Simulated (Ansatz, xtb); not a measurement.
Molecule: sum formula BNH, net charge -1, singlet state. It need not be the lowest isomer of its formula. Whether it binds its extra electron was not tested at this geometry. SMILES: B=[N-]
Structure (B3LYP-D3(BJ)/def2-TZVP (Ansatz, a quantum-chemistry and plane-wave program) minimum search):
```
B
N 1 1.2612
H 1 1.1843 2 180.00
```
Charge -1, spin multiplicity 1.

Harmonic wavenumbers from GFN2-xTB (xtb, at its own minimum), cm⁻¹: 641, 641, 1838, 2147.

**Question.** Give the harmonic wavenumbers at B3LYP-D3(BJ)/def2-TZVP (Ansatz, finite differences of forces, unscaled).

**Answer.** 679, 679, 1752, 2733 cm⁻¹. Zero-point energy 8.4 kcal/mol.

**Question.** From these and the geometry, give the ideal-gas thermochemistry at 298.15 K and 1 atm (rigid rotor, harmonic oscillator).

**Answer.** Point group C∞v, rotational symmetry number 1. Rotational constants 38.32, 38.32 GHz. S(trans) 35.68, S(rot) 12.10, S(vib) 0.67, S(elec, spin only) 0.00, S 48.4 cal/(mol K). H(298) - H(0) 2.23 kcal/mol; G - E(el) -3.9 kcal/mol.
